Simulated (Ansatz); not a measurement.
This geometry of AlClH4OS (8 atoms, charge 0, multiplicity 1) is a first-order saddle point.

Computed with Ansatz 0.2.0, RKS B3LYP-D4/6-31G*.

```xyz
8
Properties=species:S:1:pos:R:3
Al 0.007 0.452 0.007
Cl -0.397 -0.380 2.368
O 1.618 0.040 -0.402
H 1.833 -0.787 -0.849
H -1.301 0.001 -0.741
S 0.009 2.506 1.036
H 1.356 2.537 1.156
H -0.242 1.032 2.262
```

(1) Which two structures does it join? (They come from a converged band through this point; their orientation in space is the band's.)

(2) How far does it lie above each of them?

Results:

(1) Bonds broken: Al1–Cl2, S6–H8. Bonds formed: Cl2–H8. AlClH4OS becomes AlH3OS + ClH.

Initial state:

```xyz
8
Properties=species:S:1:pos:R:3
Al -0.044 -0.020 0.111
Cl 0.111 -1.019 2.013
O 1.350 -0.078 -0.894
H 2.118 -0.591 -0.615
H -1.475 0.141 -0.523
S 0.196 2.409 0.976
H 1.285 2.219 1.749
H -0.658 2.338 2.018
```

Final state:

```xyz
8
Properties=species:S:1:pos:R:3
Al 0.083 0.607 -0.132
Cl -0.524 -0.479 2.482
O 1.664 0.007 -0.404
H 1.809 -0.838 -0.846
H -1.229 0.031 -0.787
S 0.066 2.609 0.841
H 1.411 2.665 0.966
H -0.398 0.797 2.715
```

(2) 0.98 eV above the first and 0.05 eV above the second. This is the barrier of this one path; another mechanism may lie lower. The orbitals stay closed-shell, which can raise the energy where a bond breaks towards radicals; this wasn't checked here.

Run time: 8.6 min on 1 thread of Arm Neoverse V1 (shared host), peak memory 0.16 GiB.
